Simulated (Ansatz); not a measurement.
Isolated molecules relaxed with PBE0-D4/def2-TZVP in Ansatz; ΔE leaves out vibrations. CCSD(T)/CBS adds triple-zeta CCSD(T) − MP2 to the extrapolated MP2 energy (def2 sets, frozen cores). This one scheme is used for every species. DFT in def2-TZVPP. B3LYP here is the variant with VWN-RPA as its local correlation; programs differ in this. Elements past krypton have def2 core potentials. For Sb outer-core shells are correlated without core-valence functions, which leaves a few kJ/mol of doubt a bond. One conformer a species, not always the lowest.

Reaction (β-hydride elimination): `C[O][Sb]([SiH3])[O]C` → `C[O][SbH][SiH3]` + `C=O`

Task: Is it downhill or uphill in electronic energy at CCSD(T)/CBS, and by how much? (Estimate.)

Result: Computed: Uphill: ΔE = +1.41 eV.

Task: What do these levels give: revPBE-D4, BLYP-D4, B3LYP-D4, BHLYP-D4, PBE, B3LYP, MP2/def2-SVP, CCSD(T)/def2-SVP, MP2/def2-TZVPP, SCS-MP2/def2-TZVPP, MP2/def2-QZVPP, CCSD/CBS(def2)? (An estimate is asked.)

Result: The calculation gave: revPBE-D4 1.31, BLYP-D4 1.26, B3LYP-D4 1.32, BHLYP-D4 1.38, PBE 1.28, B3LYP 1.16, MP2/def2-SVP 1.11, CCSD(T)/def2-SVP 0.99, MP2/def2-TZVPP 1.39, SCS-MP2/def2-TZVPP 1.27, MP2/def2-QZVPP 1.48, CCSD/CBS(def2) 1.37 eV.

Largest T1 diagnostic among the species: 0.015.

The D4 term adds +0.16 eV with B3LYP and +0.09 eV with PBE0; it sums over pairs of atoms, weighted by their polarisabilities, and B3LYP, whose exchange is more repulsive, gets the larger term. Leaving LDA and LC-ωPBE aside and taking each functional with its dispersion term where it has one, the values, not all of them listed here, spread over 0.18 eV, from B2PLYP to r2SCAN0-D4. LDA lies +0.44 eV from PBE without D4.
